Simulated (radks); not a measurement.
The numbers below are computed, except where a source is named.
Question: These are the eigenvalues of the occupied orbitals of an atom or ion with whole-number occupations (hartree). Code: a radial shooting solver on a logarithmic mesh with Libxc functionals. Model: non-relativistic Kohn-Sham, SCAN, spin-unpolarised, spherical densities, point nucleus; meta-GGA in the generalised Kohn-Sham scheme.

orbital  eigenvalue
1s        -27.06571
2s         -3.03272
2p         -2.30605
3d         -0.39915

Which element is it, and in what charge state? The configuration may be excited.

Answer: Z = 9, fluorine, charge +2: F2+ in [He] 2s1 2p3 3d1. The list shows which subshells hold electrons but not how many an open one holds; the 1s level, -27.066 hartree, gives Z - s = 7.4 by -(Z - s)^2/2, which with screening narrows Z to a few neighbours, and the depths of the outer levels then fix element, charge and occupations together.
